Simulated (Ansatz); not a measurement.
Start from `[SiH3]N[SiH3]` and change one atom or group to get `[SiH]N([SiH3])[SiH3]`.

Ansatz, PBE0-D4/def2-TZVP geometries, multiplicity 1. 

| property | `[SiH3]N[SiH3]` |
| --- | --- |
| size of the dipole moment (B3LYP/def2-TZVPP) / D | 0.91 |
| HOMO–LUMO gap (PBE0/def2-TZVPP) / eV | 7.44 |
| LUMO energy (PBE0/def2-TZVPP) / eV | -0.08 |
| zero-point energy (PBE0-D4/def2-TZVP) / kJ/mol | 173.4 |
| size of the dipole moment (ωB97M-V/def2-TZVPP) / D | 0.94 |
| vertical ionisation energy (CCSD(T)/CBS(def2)) / eV | 9.94 |

Q: Give the same properties after the change, and the shifts. (Estimate.)

A: The calculation gave: 
```tsv
property	`[SiH]N([SiH3])[SiH3]`	shift
size of the dipole moment (B3LYP/def2-TZVPP) / D	0.60	-0.31
HOMO–LUMO gap (PBE0/def2-TZVPP) / eV	4.44	-3.00
LUMO energy (PBE0/def2-TZVPP) / eV	-2.16	-2.08
zero-point energy (PBE0-D4/def2-TZVP) / kJ/mol	169.4	-4.0
size of the dipole moment (ωB97M-V/def2-TZVPP) / D	0.50	-0.44
vertical ionisation energy (CCSD(T)/CBS(def2)) / eV	8.86	-1.08
```

With PBE0 the HOMO rises by 0.91 eV and the LUMO falls by 2.08 eV, so the gap narrows by about 2.99 eV. PBE moves the HOMO by 0.64 eV and ωB97M-V by 1.11 eV. The zero-point energy changes by -4.0 kJ/mol with +3 modes. Dipoles are sizes alone; their direction can turn.

B3LYP here is the variant with VWN-RPA as its local correlation; programs differ in this.
